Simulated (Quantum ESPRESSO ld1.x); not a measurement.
Values are calculated unless marked as measured or tabulated.
Hg2+, configuration [Xe] 4f14 5d10. Level of theory: Dirac Kohn-Sham, PBE, spin-unpolarised, spherical densities, point nucleus (ld1.x of Quantum ESPRESSO 7.5).

Normalised radial functions P(r) = r R(r) (large component), r in bohr:

```
   r/bohr * 5d3/2 (the largest magnitude, 0.93, reaches the edge; | marks zero)
 0.002256                             *
 0.003009                             *
 0.004014                             *
 0.005311                             *
 0.007083                             *
 0.009372                             *
   0.0125                             *
  0.01667                             *
  0.02206                             |*
  0.02942                             | *
  0.03893                             |  *
  0.05192                             |    *
  0.06925                             |      *
  0.09163                             |        *
   0.1222                             |       *
    0.163                             |   *
   0.2157                         *   |
   0.2876                 *           |
   0.3806                 *           |
   0.5076                          *  |
    0.677                             |           *
   0.8958                             |                       *
    1.195                             |                          *
    1.594                             |                     *
    2.108                             |             *
    2.812                             |      *
    3.721                             | *
    4.963                             |*
```

5d3/2: eigenvalue -29.943 eV, 2 radial nodes at r = 0.187, 0.540 bohr, <r> = 1.41 bohr, 90 % of the charge inside 2.16 bohr.
